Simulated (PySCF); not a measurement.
# How methods differ on the excitation energy of Fe²⁺

Fe²⁺ [Ar] 3d6 (5D) → Fe²⁺ [Ar] 3d5 4p1 (7P), as a difference of total energies. All numbers are calculated (PySCF 2.14, no relativity, point nucleus, in aug-cc-pwCVTZ). Correlated levels: valence: [Ar] frozen; valence and next inner shell: [Ne] frozen; nothing frozen. The calculations carry no spin-orbit coupling.

| method | excitation energy (eV) |
| --- | --- |
| UHF | 8.764 |
| LDA | 10.607 |
| PBE | 10.527 |
| PBE0 | 10.342 |
| r2SCAN | 10.110 |
| HSE06 | 10.328 |
| r2SCAN0 | 10.055 |
| wB97M-V | 10.596 |
| MP2 (valence) | 10.144 |
| SCS-MP2 (valence) | 10.600 |
| MP2 (valence and next inner shell) | 10.425 |
| SCS-MP2 (valence and next inner shell) | 10.625 |
| MP2 (all electrons) | 10.447 |
| SCS-MP2 (all electrons) | 10.632 |

**Question.** How much does correlation contribute at MP2 (all electrons)?

**Answer.** 10.447 − (8.764) = 1.683 eV, measured against UHF.

A first-order spin-orbit estimate (lowest level to lowest level, LS coupling) adds 0.014 eV.
